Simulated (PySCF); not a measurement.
Method: PBE0/[Sc def2-SVP, O def2-SVP, H def2-SVP], no relativity, density fitting, PySCF.

```xyz
7
charge 0 multiplicity 1, angstrom
Sc    0.0000    0.0000    0.0000
O     1.8590   -0.1669    0.0000
O    -0.7850    1.6933    0.0000
O    -1.0740   -1.5265    0.0000
H     2.6641   -0.6845    0.0000
H    -0.7393    2.6494    0.0000
H    -1.9248   -1.9650    0.0000
```

Sc(OH)₃ (singlet), along the line from Sc1 (at 0) through O2 (at 1.866 Å).

Problem. Tabulate the fields along this line at -0.56, -0.47, -0.37, -0.28, -0.19, -0.09, 0.09, 0.19, 0.28, 0.37, 0.47, 0.56, 0.65, 0.75, 0.84, 0.93, 1.03, 1.12, 1.21, 1.31, 1.40, 1.49, 1.59, 1.68, 1.77, 1.96, 2.05, 2.15, 2.24, 2.33, 2.43, 2.52, 2.61, 2.71, 2.80, 2.89, 2.99 Å.

Solution. 
| distance (Å) | electron density (e/Å³) | electron localisation function | electrostatic potential (V) |
| --- | --- | --- | --- |
| -0.56 | 4.27 | 0.883 | 67.6 |
| -0.47 | 6.33 | 0.802 | 108 |
| -0.37 | 8.22 | 0.365 | 180 |
| -0.28 | 14.9 | 0.128 | 317 |
| -0.19 | 82.5 | 0.797 | 633 |
| -0.09 | 394 | 0.56 | 1860 |
| 0.09 | 394 | 0.563 | 1860 |
| 0.19 | 82.7 | 0.806 | 634 |
| 0.28 | 14.4 | 0.123 | 318 |
| 0.37 | 7.62 | 0.295 | 181 |
| 0.47 | 5.83 | 0.723 | 109 |
| 0.56 | 3.94 | 0.806 | 68.5 |
| 0.65 | 2.42 | 0.729 | 45.1 |
| 0.75 | 1.46 | 0.487 | 31 |
| 0.84 | 0.962 | 0.218 | 22.2 |
| 0.93 | 0.787 | 0.139 | 16.7 |
| 1.03 | 0.853 | 0.234 | 13.6 |
| 1.12 | 1.13 | 0.52 | 13.1 |
| 1.21 | 1.63 | 0.742 | 15.9 |
| 1.31 | 2.39 | 0.809 | 23.6 |
| 1.40 | 3.5 | 0.791 | 40 |
| 1.49 | 4.99 | 0.646 | 72.4 |
| 1.59 | 6.82 | 0.257 | 138 |
| 1.68 | 14.7 | 0.128 | 286 |
| 1.77 | 133 | 0.975 | 790 |
| 1.96 | 134 | 0.98 | 791 |
| 2.05 | 14.3 | 0.131 | 288 |
| 2.15 | 6.32 | 0.207 | 141 |
| 2.24 | 4.75 | 0.592 | 75.5 |
| 2.33 | 3.53 | 0.78 | 43 |
| 2.43 | 2.62 | 0.837 | 26.4 |
| 2.52 | 1.96 | 0.858 | 18.2 |
| 2.61 | 1.46 | 0.868 | 14.3 |
| 2.71 | 1.08 | 0.871 | 12.3 |
| 2.80 | 0.78 | 0.869 | 10.8 |
| 2.89 | 0.556 | 0.862 | 9.1 |
| 2.99 | 0.39 | 0.849 | 7.4 |

On a grid of 0.09 Å the density has a local minimum along the bond near 0.93 Å from Sc, at 0.79 e/Å³, where the ELF is 0.14.
